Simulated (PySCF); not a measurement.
**Radial density of Os⁺ (osmium, charge +1)**

B2PLYP, [Xe] 4f14 5d6 6s1, high-spin 6D determinant. Computed with PySCF 2.14 in aug-cc-pVTZ-PP with ECP60MDF (6s6p5d3f2g, 88 functions), with a scalar-relativistic core potential. This is the valence pseudo-density: the core potential removes the inner electrons and smooths the orbitals near the nucleus.

```
r (bohr)  4πr²ρ (e/bohr)  4πr²(ρα − ρβ)
   0.134       1.737e-05         0.0000
   0.225       0.0007175         0.0001
   0.379         0.07538         0.0075
   0.638           3.960         0.3347
    1.07           12.90         2.3131
    1.80           5.119         2.4783
    3.04          0.9737         0.7344
    5.11         0.05221         0.0435
    8.59       0.0001495         0.0001
```

Energies and moments cover only the electrons outside the core potential. Spin-orbit coupling, absent here, splits the open shell strongly.
